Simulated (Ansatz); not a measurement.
`F[SiH2][GeH3]` + CH₃OH → `C[O][GeH3]` + `F[SiH3]` at 500 K and 1 bar (cleavage of the Ge–Si bond).

Program: Ansatz. Geometries: PBE0-D4/def2-TZVP. ΔE: electronic, gas phase. CCSD(T)/CBS is the MP2 limit (def2-TZVPP, def2-QZVPP) plus CCSD(T) − MP2 in def2-TZVPP, frozen cores. This one scheme is used for every species. For Ge outer-core shells are correlated without core-valence functions, which leaves a few kJ/mol of doubt a bond. Scalar relativity is left out up to krypton.

```csv
species,CCSD(T)/CBS energy (Eh),H − E (kJ/mol),S (J/(mol·K))
`F[SiH2][GeH3]`,-2468.03899,151.9,378.3
CH₃OH,-115.61712,157.0,265.4
`C[O][GeH3]`,-2192.93708,206.9,357.8
`F[SiH3]`,-390.72345,94.1,267.5
```

H − E and S are ideal-gas, rigid-rotor, harmonic terms from PBE0-D4/def2-TZVP. 1 Eh = 2625.50 kJ/mol, R = 8.31446 J/(mol·K).

By hand: ΔE, ΔH, ΔS and ΔG.

ΔE = (-2192.93708) + (-390.72345) − (-2468.03899) − (-115.61712) = -0.00442 Eh = -11.6 kJ/mol. Δ(H − E) = 206.9 + 94.1 − 151.9 − 157.0 = -7.9, so ΔH = -19.5 kJ/mol. ΔS = 357.8 + 267.5 − 378.3 − 265.4 = -18.4 J/(mol·K). ΔG = -19.5 − 500 × (-18.4)/1000 = -10.3 kJ/mol.

By hand: the equilibrium constant, and the temperature at which ΔG would vanish if ΔH and ΔS stayed fixed.

log₁₀ K = −ΔG/(RT ln 10) = 1.1. ΔG = 0 at ΔH/ΔS = 1060 K, though so small a ΔS makes that figure unsure.

TΔS isn't small against ΔH here. A doubt of 5 kJ/mol in ΔE shifts log₁₀ K by 0.5 here. These are equilibria of isolated gas molecules and say nothing of rates. Largest T1 diagnostic: 0.012 (customary marks: 0.02 for closed shells, 0.045 for open ones).
